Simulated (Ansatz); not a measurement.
Relaxation of AlGeH₈NOSn (13 atoms, charge 0, multiplicity 1), to a largest force component of 0.015 eV/Å in at most 40 steps.

Level of theory: RHF/def2-mTZVP in Ansatz 0.2.0.

```xyz
13
Properties=species:S:1:pos:R:3
O -2.315 -0.695 0.158
Ge -0.999 -1.798 0.029
Sn 1.192 -0.549 0.521
N 1.536 1.010 -0.805
Al 0.210 2.350 -0.331
H -2.247 -0.029 -0.630
H -0.911 -2.386 -1.397
H -1.151 -2.922 1.051
H 1.189 0.098 2.210
H 2.564 -1.666 0.395
H 1.158 0.639 -1.716
H -0.880 2.019 0.801
H 0.673 3.894 -0.272
```

Question: Where does it end, and by what steps?

Answer: The run converged. After 29 steps the energy has fallen by 1.897 eV; H12 moved furthest, 1.92 Å. Parted: Sn3–Al5.

```tsv
step	energy less start (eV)	largest force component (eV/Å)	accepted
0	0.0000	3.655	yes
2	-1.3500	1.507	yes
4	-1.7262	0.886	yes
6	-1.8591	0.239	yes
8	-1.8742	0.052	yes
10	-1.8772	0.061	yes
12	-1.8835	0.040	yes
14	-1.8872	0.251	yes
16	-1.8912	0.078	yes
18	-1.8947	0.021	yes
20	-1.8960	0.060	yes
22	-1.8967	0.039	yes
24	-1.8970	0.032	yes
26	-1.8972	0.031	yes
28	-1.8973	0.027	yes
29	-1.8974	0.014	yes
```

```xyz
13
Properties=species:S:1:pos:R:3
O -2.538 -1.291 -0.010
Ge -0.999 -2.171 -0.083
Sn 0.985 -0.565 0.621
N 0.898 1.125 -0.511
Al 0.691 2.831 -0.081
H -2.641 -0.588 -0.632
H -0.799 -2.711 -1.514
H -1.184 -3.350 0.880
H 0.858 -0.054 2.248
H 2.507 -1.321 0.371
H 1.048 0.940 -1.486
H 0.487 3.204 1.438
H 0.709 3.916 -1.228
```

The run took 2.4 min on 2 threads of Arm Neoverse V2, on a shared host, peak memory 0.54 GiB.
